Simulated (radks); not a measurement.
Task: The aluminium ion Al8.125+, configuration 1s(up 1, down 0.875) 2s2 2p1 (fractional occupations, a model configuration). Calculated with a radial shooting solver on a logarithmic mesh with Libxc functionals: scalar-relativistic Kohn-Sham, LDA (Slater exchange, Perdew-Wang correlation), spin-polarised, spherical densities, point nucleus; open shells are filled with parallel spins first. Some entries of the table are withheld. Estimate them.

orbital,occ.,eigenvalue (hartree),r(max) (bohr)
1s up,1,-67.29222,0.07835
1s down,0.875,-67.00444,0.07836
2s up,1,-12.60679,0.4504
2s down,1,-12.39648,0.4530
2p up,1,(1),0.3651
2p down,0,(2),0.3681

Result: 
(1) 2p up eigenvalue (hartree): -11.61280
(2) 2p down eigenvalue (hartree): -11.36461
